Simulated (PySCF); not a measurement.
Job file and geometry (Å, from GFN2-xTB) of a spin–spin coupling run on SMILES B[AsH]C1C=C1, C$_{3}$H$_{6}$AsB, B3LYP/pcJ-1 As:pcSseg-1 indirect spin-spin coupling, non-relativistic, gas phase (PySCF 2.14.0, density-fitted response routines); density fitting, a coarse starting grid and PySCF grid level 2 are the driver's defaults:

```
$ OMP_NUM_THREADS=1 python probes_run.py task.json out

{"job": {"kind": "j", "xc": "B3LYP", "basis": "pcJ-1"}, "charge": 0, "multiplicity": 1}
B      2.200126    -0.053775    -0.445467
As     0.811911     1.297094    -0.093545
C     -0.793347     0.181910    -0.488513
C     -2.028300     0.214366     0.360996
C     -1.305052    -0.860869     0.459793
H      2.166261    -0.685439    -1.433450
H      3.140193    -0.170388     0.243892
H      0.749583     1.114854     1.401075
H     -0.914059     0.007614    -1.561473
H     -2.883917     0.778271     0.645367
H     -1.137975    -1.820967     0.885363
```

**Question.** What does the program print?

**Answer.** 
```
coarse grid: 42888 points
cycle   1  E = -2378.3036518962  dE = -3.084e-01  |g| = 7.657e-01  |ddm| = 2.905e+00
cycle   2  E = -2378.2988315361  dE =  4.820e-03  |g| = 6.239e-01  |ddm| = 6.823e-01
cycle   3  E = -2378.3391844893  dE = -4.035e-02  |g| = 1.532e-01  |ddm| = 5.314e-01
cycle   4  E = -2378.3440883501  dE = -4.904e-03  |g| = 4.704e-02  |ddm| = 1.949e-01
cycle   5  E = -2378.3446422905  dE = -5.539e-04  |g| = 1.317e-02  |ddm| = 4.445e-02
cycle   6  E = -2378.3446854373  dE = -4.315e-05  |g| = 3.104e-03  |ddm| = 1.445e-02
cycle   7  E = -2378.3446872091  dE = -1.772e-06  |g| = 1.545e-03  |ddm| = 3.231e-03
final grid: 90144 points
cycle   8  E = -2378.3446448999  dE =  1.480e-06  |g| = 2.879e-03  |ddm| = 4.327e-03
cycle   9  E = -2378.3446389756  dE =  5.924e-06  |g| = 5.624e-03  |ddm| = 7.303e-03
cycle  10  E = -2378.3446470226  dE = -8.047e-06  |g| = 4.438e-04  |ddm| = 4.591e-03
cycle  11  E = -2378.3446470726  dE = -4.999e-08  |g| = 3.888e-05  |ddm| = 4.274e-04
cycle  12  E = -2378.3446470730  dE = -3.683e-10  |g| = 1.301e-05  |ddm| = 5.789e-05
converged SCF energy = -2378.3446470730

Indirect spin-spin couplings (Hz)
  i      j    bonds     total        FC       PSO       DSO        SD
  0 B    2 C    2     -0.400     0.025    -0.276    -0.007    -0.142
  0 B    3 C    3      4.468     4.563     0.111    -0.118    -0.088
  0 B    4 C    3      2.574     2.512     0.045     0.001     0.016
  0 B    5 H    1    137.139   137.897    -2.018     0.799     0.462
  0 B    6 H    1    139.189   139.937    -2.001     0.767     0.487
  0 B    7 H    2     -3.192    -2.393    -0.466    -0.344     0.011
  0 B    8 H    3     -0.213     0.101    -0.204    -0.064    -0.047
  0 B    9 H    4      0.215     0.401     0.319    -0.503    -0.002
  0 B   10 H    4      0.783     0.673     0.068     0.023     0.019
  2 C    3 C    1     11.236    12.439    -1.430     0.228         -
  2 C    4 C    1      9.842    11.069    -1.456     0.229         -
  2 C    5 H    3      3.853     3.864    -0.167     0.156         -
  2 C    6 H    3      5.765     5.998     0.085    -0.317         -
  2 C    7 H    2      0.852     0.773     0.169    -0.090         -
  2 C    8 H    1    188.447   186.965     0.199     1.284         -
  2 C    9 H    2      3.700     3.489     0.686    -0.476         -
  2 C   10 H    2      3.621     3.427     0.665    -0.471         -
  3 C    4 C    1     63.495    69.886    -6.557     0.167         -
  3 C    5 H    4     -0.320    -0.189     0.131    -0.263         -
  3 C    6 H    4      1.263     1.416     0.161    -0.313         -
  3 C    7 H    3      0.171    -0.019     0.015     0.176         -
  3 C    8 H    2     -1.496    -1.531     0.266    -0.231         -
  3 C    9 H    1    241.139   241.534    -1.199     0.805         -
  3 C   10 H    2      2.540     2.907     0.498    -0.865         -
  4 C    7 H    3      2.571     2.330    -0.040     0.281         -
  4 C    8 H    2     -1.147    -1.171     0.255    -0.231         -
  4 C    9 H    2      2.010     2.373     0.505    -0.868         -
  4 C   10 H    1    241.241   241.696    -1.270     0.815         -
  5 H    6 H    2     -2.209    -2.532     1.845    -1.523         -
  5 H    7 H    3      7.511     8.964     1.083    -2.536         -
  5 H    9 H    5     -0.203     0.080     0.883    -1.166         -
  6 H    7 H    3      5.810     5.576    -0.124     0.357         -
  6 H    8 H    4     -0.846    -0.364     0.807    -1.288         -
  6 H    9 H    5     -0.330     0.056     0.805    -1.191         -
  6 H   10 H    5      0.185     0.196     0.217    -0.228         -
  7 H    8 H    3      9.870    11.456     1.772    -3.358         -
  7 H    9 H    4      0.845     0.544     0.428    -0.128         -
  7 H   10 H    4      0.493    -0.015     0.190     0.318         -
  8 H    9 H    3     -1.408    -1.575     1.888    -1.721         -
  8 H   10 H    3     -1.604    -1.766     1.882    -1.720         -
  9 H   10 H    3      1.760     1.721     2.575    -2.536         -
```

Size and cost of the density-fitted run: 209 basis functions, 31 s wall time on 1 thread of an Arm Neoverse V1, shared host; peak memory 0.84 GiB.
